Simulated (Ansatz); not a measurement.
CH6OSSi2, SMILES `[SiH3]OC1[SiH2]S1`, relaxed with RKS PBE-D4/def2-SVP in Ansatz 0.2.0 from a rough embedded geometry. The force threshold is 0.03 eV/Å; the program also tests the step.

Total charge 0; spin multiplicity 1.

Start:

```xyz
11

Si    0.980    1.222   -1.262
O     0.355    0.969    0.283
C    -0.731    0.043    0.414
Si   -0.519   -1.641    1.123
S    -1.494    0.040    1.956
H     2.184    2.143   -1.094
H    -0.025    1.763   -2.137
H     1.442   -0.105   -1.726
H    -1.510    0.088   -0.378
H    -1.447   -2.678    0.876
H     0.766   -1.844    1.945
```

(1) How much energy does the relaxation release, and in how many steps? (Estimate.)

(2) Which bonds change most? (An estimate is asked.)

(3) Give the relaxed structure. (Estimate.)

Answers

(1) The calculation gave: 0.57 eV, in 15 steps, 1 of them rejected.

(2) The calculation gave: C3–S5 from 1.721 to 1.877 Å; Si4–H10 from 1.414 to 1.499 Å; Si1–H7 from 1.439 to 1.506 Å; C3–Si4 from 1.839 to 1.893 Å.

(3) Ansatz gave: 
```xyz
11

Si    1.028    1.089   -1.175
O     0.071    1.164    0.221
C    -0.924    0.216    0.458
Si   -0.502   -1.520    1.085
S    -1.384    0.010    2.266
H     2.062    2.159   -1.016
H     0.206    1.335   -2.412
H     1.660   -0.275   -1.281
H    -1.833    0.372   -0.160
H    -1.331   -2.714    0.718
H     0.946   -1.836    1.296
```
